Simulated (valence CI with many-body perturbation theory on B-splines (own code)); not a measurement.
# Hyperfine factors and g values of Pr LIV

Calculated by configuration interaction combined with many-body perturbation theory (CI+MBPT): four valence electrons over a frozen Dirac-Fock core [He], a basis of 11 s, 11 p, 9 d, 7 f, 5 g, 2 h, 1 i functions for each j, with the one-electron correlation potential Σ1 (screened to all orders), the two-electron term Σ2, the three-electron term Σ3, Breit, model QED; selected single and double excitations, second order for the rest (own B-spline code, finite nucleus).

No measured spectrum was set against this ion. As an estimate, large intervals hold to a few tenths of a per cent, small ones and those within an open d or f shell to about a per cent. Among the levels kept, up to 270 cm⁻¹ of a level comes from second order outside the variational space, and about a tenth of that is noise between levels of different J, which matters for small intervals.

A/g_I is the dipole constant over the nuclear g factor μ/I (μ in nuclear magnetons, uniformly magnetised nucleus), B/Q the quadrupole constant per barn. Both hold the static response of the core; the bare values leave it out. Large factors of s and p1/2 electrons are usually good to 5 to 10 %; those of open d and f shells near neutrality can be off by tens of per cent, and small factors of p3/2, d and f electrons come from cancelling terms and can be off by a factor of two or in sign, in half-filled shells by more. B is blank for J = 1/2, where it vanishes, and for nearly pure S terms. Energies count from the lowest level. Levels with J = 0 are left out.

Levels are named by their leading jj configuration (3d3/2^4 stands for four electrons in 3d with j = 3/2), which in mixed levels can hold well under half, so a name can repeat and another be missing. Letters in brackets count levels of one name in rising energy.

| Level | E (eV) | g | A/g_I (MHz) | A/g_I bare | B/Q (MHz/b) | B/Q bare |
| --- | --- | --- | --- | --- | --- | --- |
| (2s^2 2p1/2 2p3/2) J=1 | 498.6 | 1.480 | -208000 | -191000 | 390000 | 391000 |
| (2s^2 2p1/2 2p3/2) J=2 | 515.3 | 1.157 | 1010000 | 1020000 | 700000 | 702000 |
| (2s 2p1/2^2 2p3/2) J=2 | 710.6 | 1.543 | 2470000 | 2460000 | 712000 | 713000 |
| (2s 2p1/2^2 2p3/2) J=1 | 777.7 | 1.096 | -1670000 | -1630000 | 480000 | 481000 |
| (2s^2 2p3/2^2) J=2 | 1028.5 | 1.297 | 412000 | 422000 | 76700 | 76800 |
| (2s 2p1/2 2p3/2^2) J=2 [a] | 1189.4 | 1.549 | 1810000 | 1800000 | 219000 | 219000 |
| (2s 2p1/2 2p3/2^2) J=3 | 1227.4 | 1.309 | 2220000 | 2200000 | -1620 | -1650 |
| (2s 2p1/2 2p3/2^2) J=1 [a] | 1286.9 | 1.298 | -1540000 | -1500000 | -363000 | -363000 |
| (2s 2p1/2 2p3/2^2) J=2 [b] | 1297.1 | 1.064 | -89100 | -66900 | -149000 | -149000 |
| (2s 2p1/2 2p3/2^2) J=1 [b] | 1300.4 | 1.332 | 5010000 | 4950000 | 185000 | 185000 |
| (2p1/2^2 2p3/2^2) J=2 | 1523.4 | 1.325 | 377000 | 397000 | 70800 | 71000 |
| (2s 2p3/2^3) J=2 | 1767.4 | 1.420 | 2530000 | 2510000 | -788000 | -790000 |
| (2s 2p3/2^3) J=1 | 1831.5 | 1.186 | -1720000 | -1670000 | -300000 | -301000 |
| (2p1/2 2p3/2^3) J=1 | 2032.8 | 1.481 | -238000 | -207000 | -386000 | -387000 |
| (2p1/2 2p3/2^3) J=2 | 2049.9 | 1.129 | 1010000 | 1020000 | -845000 | -847000 |
| (2s^2 2p1/2 3s) J=1 | 6165.0 | 1.317 | 2720000 | 2700000 | -12400 | -12400 |
| (2s^2 2p1/2 3p1/2) J=1 | 6225.8 | 0.648 | 1870000 | 1860000 | -3010 | -3010 |
| (2s 2p1/2^2 3s) J=1 | 6348.3 | 1.973 | 4850000 | 4800000 | 25300 | 25300 |
| (2s^2 2p1/2 3p3/2) J=2 | 6391.0 | 1.155 | 808000 | 807000 | 217000 | 217000 |
| (2s^2 2p1/2 3p3/2) J=1 | 6396.1 | 1.580 | 219000 | 219000 | 87900 | 88000 |
| (2s 2p1/2^2 3p1/2) J=1 | 6421.1 | 1.365 | 4530000 | 4470000 | -2700 | -2690 |
| (2s^2 2p1/2 3d3/2) J=2 | 6441.7 | 0.751 | 775000 | 771000 | 49100 | 49500 |
| (2s^2 2p1/2 3d3/2) J=1 | 6465.2 | 0.857 | -383000 | -382000 | 13700 | 13900 |
| (2s^2 2p1/2 3d5/2) J=2 | 6494.4 | 1.282 | -418000 | -416000 | 40700 | 41100 |
| (2s^2 2p1/2 3d5/2) J=3 | 6497.7 | 1.101 | 502000 | 500000 | 34300 | 34800 |
| (2s 2p1/2^2 3p3/2) J=2 | 6583.4 | 1.525 | 2240000 | 2220000 | 213000 | 213000 |
| (2s 2p1/2^2 3p3/2) J=1 | 6588.0 | 1.117 | -2030000 | -2000000 | 113000 | 113000 |
| (2s 2p1/2^2 3d3/2) J=1 | 6633.5 | 0.449 | -2100000 | -2080000 | 17600 | 17800 |
| (2s 2p1/2^2 3d3/2) J=2 | 6638.5 | 1.146 | 2120000 | 2090000 | 36000 | 36400 |
| (2s 2p1/2^2 3d5/2) J=3 | 6684.1 | 1.349 | 1480000 | 1460000 | 28700 | 29200 |
| (2s^2 2p3/2 3s) J=2 | 6689.7 | 1.481 | 950000 | 952000 | 789000 | 790000 |

**Question.** Take the isotope of mass number 141, with I = 5/2, μ = 4.266 μN and Q = -0.0589 b. What is the hyperfine structure of (2s 2p1/2^2 2p3/2) J=2?

**Answer.** From the table A = 4220000 MHz, B = -41900 MHz. Shifts from the centre of gravity in MHz: F = 1/2: -2.96e+07, F = 3/2: -2.32e+07, F = 5/2: -1.26e+07, F = 7/2: 2130000, F = 9/2: 2.11e+07.
